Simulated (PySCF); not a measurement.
H₇NO₂Si₂, SMILES N[Si](O)(O)[SiH3].

Coordinates come from a r2SCAN-D4/def2-SVP optimisation. This is a generated structure with no PubChem entry under its InChIKey; it may be hypothetical. One conformer was computed; it need not be the lowest.

All values below come from TDDFT-PBE/def2-SVPD in PySCF.

Vertical excitations. The molecule is in vacuum. State labels are in the subgroup Cs.

Computed lowest excited states:
```
state  symmetry  energy (eV)  λ (nm)      f                                            main pairs
-----  --------  -----------  ------  -----  ----------------------------------------------------
S1           A'         5.60     221  0.099                                        HOMO→LUMO 99 %
S2           A"         6.02     206  0.019                                      HOMO→LUMO+2 98 %
S3           A'         6.25     198  0.047                                      HOMO→LUMO+1 92 %
S4           A"         6.72     185  0.010                                      HOMO−1→LUMO 98 %
S5           A'         6.84     181  0.021                    HOMO→LUMO+3 63 %, HOMO→LUMO+4 30 %
S6           A'         6.89     180  0.002                    HOMO−2→LUMO 69 %, HOMO→LUMO+4 28 %
S7           A'         7.04     176  0.159  HOMO→LUMO+4 37 %, HOMO→LUMO+3 28 %, HOMO−2→LUMO 22 %
S8           A"         7.14     174  0.005                                      HOMO→LUMO+5 89 %
S9           A"         7.18     173  0.011                                    HOMO−1→LUMO+1 88 %
S10          A'         7.19     172  0.019                  HOMO−3→LUMO 66 %, HOMO−1→LUMO+2 31 %
T1           A'         5.36     231      0                                        HOMO→LUMO 99 %
T2           A'         5.57     223      0                                      HOMO→LUMO+1 98 %
T3           A"         5.72     217      0                                      HOMO→LUMO+2 97 %
T4           A'         6.52     190      0                                      HOMO→LUMO+3 90 %
```
Triplets are in the Tamm–Dancoff approximation, which puts them higher than full response would, so one can lie above its singlet here.
